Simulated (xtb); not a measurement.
Cl3Sb (SMILES [Cl][Sb]([Cl])[Cl]), singlet, from a rough starting geometry; GFN2-xTB in xtb.

xtb was given this input:
```
$ xtb mol.xyz --gfn 2 --opt vtight --json

# file mol.xyz
4

Sb     0.06380215     0.00120556     0.88732617
Cl    -1.76334282    -0.96217005    -0.28635321
Cl     0.04326934     2.05717472    -0.29291593
Cl     1.74340064    -1.04355736    -0.29343314
```

What the program printed (banner, timings and long lists left out):

```
   ID    Z sym.   atoms
    1   51 Sb     1
    2   17 Cl     2-4

           -------------------------------------------------
          |                Calculation Setup                |
           -------------------------------------------------

           -------------------------------------------------
          |                 G F N 2 - x T B                 |
           -------------------------------------------------

          ...................................................
          :                      SETUP                      :
          :.................................................:
          :  # basis functions                  40          :
          :  # atomic orbitals                  36          :
          :  # shells                           12          :
          :  # electrons                        26          :
          :  max. iterations                   250          :
          :  Hamiltonian                  GFN2-xTB          :
          :  restarted?                      false          :
          :  GBSA solvation                  false          :
          :  PC potential                    false          :
          :  electronic temp.          300.0000000     K    :
          :  accuracy                    1.0000000          :
          :  -> integral cutoff          0.2500000E+02      :
          :  -> integral neglect         0.1000000E-07      :
          :  -> SCF convergence          0.1000000E-05 Eh   :
          :  -> wf. convergence          0.1000000E-03 e    :
          :  Broyden damping             0.4000000          :
          :  net charge                          0          :
          :  unpaired electrons                  0          :
          ...................................................

 iter      E             dE          RMSdq      gap      omega  full diag
   1    -16.0171866 -0.160172E+02  0.628E+00    4.40       0.0  T
   2    -16.0198697 -0.268316E-02  0.352E+00    4.33       1.0  T
   3    -16.0206691 -0.799420E-03  0.849E-01    4.30       1.0  T
   4    -16.0206771 -0.795166E-05  0.494E-01    4.29       1.0  T
   5    -16.0205878  0.892603E-04  0.243E-01    4.33       1.0  T
   6    -16.0206583 -0.704975E-04  0.134E-01    4.29       1.0  T
   7    -16.0206380  0.203480E-04  0.152E-01    4.32       1.0  T
   8    -16.0207012 -0.632549E-04  0.457E-02    4.30       1.1  T
   9    -16.0206827  0.184935E-04  0.896E-02    4.30       1.0  T
[...]
         :: total energy             -16.017042397022 Eh    ::
 * total energy  :   -16.0170424 Eh     change       -0.2262652E-09 Eh
 * total energy  :   -16.0166578 Eh     change        0.3845645E-03 Eh
 * total energy  :   -16.0177579 Eh     change       -0.1100080E-02 Eh
 * total energy  :   -16.0176151 Eh     change        0.1428299E-03 Eh
 * total energy  :   -16.0179992 Eh     change       -0.3841121E-03 Eh
 * total energy  :   -16.0179938 Eh     change        0.5435836E-05 Eh
 * total energy  :   -16.0180014 Eh     change       -0.7625001E-05 Eh
 * total energy  :   -16.0180011 Eh     change        0.3118232E-06 Eh
 * total energy  :   -16.0180015 Eh     change       -0.4092179E-06 Eh
 * total energy  :   -16.0180015 Eh     change       -0.1117208E-08 Eh
   *** GEOMETRY OPTIMIZATION CONVERGED AFTER 10 ITERATIONS ***
         :: total energy             -16.018001482304 Eh    ::
[...]
        23                          0.0021086               0.0574
        24                          0.0022591               0.0615
       ...                                ...                  ...
        36                          0.6978061              18.9883
      -------------------------------------------------------------
                  HL-Gap            0.1608208 Eh            4.3762 eV
             Fermi-level           -0.3591398 Eh           -9.7727 eV

     #   Z          covCN         q      C6AA      α(0)
     1  51 Sb       2.451     0.443   361.303    36.434
     2  17 Cl       0.818    -0.148   103.680    15.577
     3  17 Cl       0.818    -0.148   103.679    15.577
     4  17 Cl       0.818    -0.148   103.679    15.577

 Mol. C6AA /au·bohr⁶  :       2432.823649
 Mol. C8AA /au·bohr⁸  :     153880.829293
 Mol. α(0) /au        :         83.164008

Wiberg/Mayer (AO) data.
largest (>0.10) Wiberg bond orders for each atom

 ---------------------------------------------------------------------------
     #   Z sym  total        # sym  WBO       # sym  WBO       # sym  WBO
 ---------------------------------------------------------------------------
     1  51 Sb   3.663 --     3 Cl   1.221     4 Cl   1.221     2 Cl   1.221
     2  17 Cl   1.311 --     1 Sb   1.221
     3  17 Cl   1.311 --     1 Sb   1.221
     4  17 Cl   1.311 --     1 Sb   1.221
 ---------------------------------------------------------------------------

Topologies differ in total number of bonds
Writing topology from bond orders to xtbtopo.mol

molecular dipole:
                 x           y           z       tot (Debye)
 q only:        0.008      -0.001       1.038
   full:        0.009      -0.001       1.103       2.805
molecular quadrupole (traceless):
                xx          xy          yy          xz          yz          zz
 q only:       -2.203      -0.000      -2.203       0.116       0.030       4.407
  q+dip:       -3.106      -0.000      -3.107       0.141       0.029       6.212
   full:       -2.820      -0.000      -2.820       0.134       0.031       5.640

optimized geometry written to: xtbopt.xyz

           -------------------------------------------------
          | TOTAL ENERGY              -16.018001482304 Eh   |
          | GRADIENT NORM               0.000025279811 Eh/α |
          | HOMO-LUMO GAP               4.376156994822 eV   |
           -------------------------------------------------

normal termination of xtb
```
